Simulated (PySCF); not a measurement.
# Working out the excitation energy of Sr

Sr [Kr] 5s2 (1S) → Sr [Kr] 5s1 5p1 (3P). All numbers are calculated (PySCF 2.14, the spin-free X2C one-electron Hamiltonian (Gaussian nucleus), in ANO-RCC-VTZP (7s6p3d1f, 47 functions)). Frozen: [Kr]. Energies in hartree (1 hartree = 27.21139 eV):

```
            part    Sr (lower)    Sr (upper)
             UHF  -3177.234519  -3177.198060
CCSD correlation     -0.025668     -0.002797
             (T)      0.000000      0.000000
```

Problem. What does Hartree-Fock give?

Solution. (-3177.198060) − (-3177.234519) = 0.036459 hartree = 0.992 eV.

Problem. What do CCSD and CCSD(T) give?

Solution. The CCSD correlation energies differ by 0.022871 hartree = 0.622 eV and the triples by 0.000000 hartree = 0.000 eV, so CCSD gives 1.614 eV and CCSD(T) 1.614 eV.

Measured between the centres of the two terms (NIST): 1.823 eV, so CCSD(T) (valence) is off by -0.209 eV.

What remains against the reference includes basis incompleteness, the frozen core and higher excitations.
